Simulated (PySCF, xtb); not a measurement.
Se(H)(iPr) (C₃H₈Se), SMILES CC(C)[SeH].

GFN2-xTB (xtb) at its own geometry gives an orbital gap of 3.89 eV and a dipole moment of 2.54 D.

Geometry: r2SCAN-D4/def2-SVP. One conformer was computed; it need not be the lowest.

Task: What does PBE/def2-TZVP (PySCF) give? (Estimate from the structure and the level; the computed values follow.)

Result: gap 4.43 eV (levels -5.27 and -0.85 eV), dipole 1.63 D.
